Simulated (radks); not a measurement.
Ionisation of the praseodymium ion Pr3+, [Xe] 4f2, to [Xe] 4f1 as the strength of local exchange is varied. All-electron calculation, scalar-relativistic Kohn-Sham, Slater X-alpha exchange (alpha = 2/3 is LDA exchange), no correlation, spin-unpolarised, spherical densities, finite nucleus; Fermi nuclear charge, rms radius 4.8919 fm. Program: a radial shooting solver on a logarithmic mesh with Libxc functionals.

alpha,E(Pr3+) (hartree),exchange (hartree),IE (eV),-e of the level emptied (eV),<r> of it (bohr)
0.63,-9211.9428,-191.0028,36.407,27.333 (4f),1.029
0.652,-9218.6365,-197.8092,37.083,27.948 (4f),1.022
0.667,-9223.2031,-202.4552,37.547,28.371 (4f),1.017
0.696,-9232.0379,-211.4495,38.451,29.197 (4f),1.008
0.962,-9313.4485,-294.6861,47.156,37.237 (4f),0.9383
0.968,-9315.2926,-296.5789,47.360,37.427 (4f),0.9369

NIST Atomic Spectra Database: 38.98 eV (semi-empirical). The Delta-SCF value meets it near alpha = 0.71. Spin polarisation and multiplet splitting are left out, so open shells lie too high by an amount that depends on their filling. Spin-orbit splitting is averaged out at the scalar-relativistic level.

Beside tabulated values, note that spin-unpolarised runs miss the spin-polarisation part of the exchange energy of open shells.
